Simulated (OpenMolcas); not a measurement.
# Mn4+: ligand-field states by method

Mn4+ with 6 ligands (chloride) in octahedral coordination (Oh) at 2.29 Å. A charge of +0.333 e stands 3.2 Å behind each ligand. Ligand basis ANO-RCC-VDZP.

* Program: OpenMolcas 26.06
* Basis: ANO-RCC-VTZP [6s5p3d2f1g]
* Scalar Hamiltonian: DKH2, point nucleus
* Active space: 3 electrons in 5 orbitals (3d)
* State averaging: 2S+1 = 4 even, 10 roots; 2S+1 = 2 even, 40 roots
* Spin-orbit coupling: RASSI with atomic mean-field integrals over the reference wave functions

I. CASSCF
II. SS-CASPT2, IPEA 0.25 Eh, imaginary shift 0.1 Eh (closed shells correlated: 3s 3p and the ligand valence shells)

Spin-free states (labels of O, the rotations of Oh) in cm-1, each column counted from its own energy of the first state listed:

```csv
State,Degeneracy,I,II
4A2,1,0,0
4T2,3,16340,27690
2E,2,21090,11640
2S+1 = 2,3,22020,12130
4T1,3,24867,33110
2S+1 = 2,3,29255,21240
2S+1 = 2,1,32807,33220
2S+1 = 2,3,33284,30480
2S+1 = 2,3,35366,36350
2E,2,38416,37730
2S+1 = 2,3,39352,38590
4T1,3,42995,60330
2S+1 = 2,3,48122,46580
2S+1 = 2,1,49989,45740
2S+1 = 2,3,52830,64380
2S+1 = 2,3,54289,58270
2S+1 = 2,3,60859,67690
2E,2,62946,58290
2S+1 = 2,3,76597,76750
2E,2,83325,92660
```

From I to II, I's first state of the same spin (4T2) moves from 16340 to 27690 cm-1, by about +11000 cm-1.

From I to II, I's first state of another spin (2E) moves from 21090 to 11640 cm-1, by about -9400 cm-1.

χT at 300 K: I 1.84, II 1.85 cm3 K/mol.

Roots that are degenerate in the reference are averaged as groups; the widest CASPT2 spread within a group is 1200 cm-1 (the 3-fold group of multiplicity 2 near 76800 cm-1 above the lowest state of its run, II). Shifts and gaps below about the spread of the groups concerned are not significant. Over all roots computed the reference weight is 0.57 to 0.61 in II; a low but even weight reflects the number of correlated electrons. The least metal-like active orbital is 70 % on the metal (Löwdin) and no ligand orbital is active, so the numbers are rough. Ligand-to-metal charge-transfer states are missing. With no ligand orbital active B as a rule stays too high, so bands that hang on it stand too high and its fall with covalency is understated. Without dynamic correlation the repulsion within the d shell is too large (B by tens of per cent), so at a given field states of lower spin stand too high (holds for I). With metal d orbitals alone and no dynamic correlation the field as a rule comes out too small, by tens of per cent, by up to half for chloride and softer ligands (holds for I). With one d shell and no ligand orbital active, 10Dq can be off by a tenth or more (holds for II). No measured value stands beside these numbers; the geometry is a model, was not optimised and need not be the one that this ion takes.
